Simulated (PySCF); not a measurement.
C₂H₇NOSi₂, SMILES CC1=N[SiH2]O[SiH2]1. Atoms are numbered in the order given.

```xyz
13

C      0.6642     2.5154     0.0000
C      0.3842     1.0438     0.0000
N      1.3327     0.1731     0.0000
Si     0.7743    -1.5055     0.0000
O     -0.9033    -1.3362     0.0000
Si    -1.3924     0.2669     0.0000
H      0.2046     2.9924     0.8831
H      0.2046     2.9924    -0.8831
H      1.7476     2.7053     0.0000
H      1.2422    -2.2138     1.2208
H      1.2422    -2.2138    -1.2208
H     -2.1904     0.6002     1.2163
H     -2.1904     0.6002    -1.2163
```

The structure is a stationary point at r2SCAN-D4/def2-SVP. This is a generated structure with no PubChem entry under its InChIKey; it may be hypothetical.

Two levels are set side by side: PBE/pcSseg-1 (PySCF) and PBE0/pcSseg-1 (PySCF). GIAO shifts against H2O (¹⁷O), NH3 (¹⁵N), TMS (²⁹Si), TMS (¹H), TMS (¹³C) at the same level; non-relativistic, no solvent, atoms listed together averaged. Differences are taken from unrounded values.

```
quantity                  PBE0    PBE  PBE minus PBE0
-----------------------  -----  -----  --------------
δ(¹³C) of C1 (ppm)        34.8   35.6             0.8
δ(¹³C) of C2 (ppm)       217.3  214.1            -3.2
δ(¹⁵N) of N3 (ppm)       462.0  451.9           -10.1
δ(²⁹Si) of Si4 (ppm)       4.8    7.0             2.2
δ(¹⁷O) of O5 (ppm)        46.5   59.4            12.9
δ(²⁹Si) of Si6 (ppm)     -27.8  -30.4            -2.6
δ(¹H) of H10, H11 (ppm)   5.77   6.01            0.24
δ(¹H) of H12, H13 (ppm)   5.27   5.48            0.21
```

Rough cost on one machine, each run with all the roots and properties that it gave: PBE0 against PBE within a factor of 2.
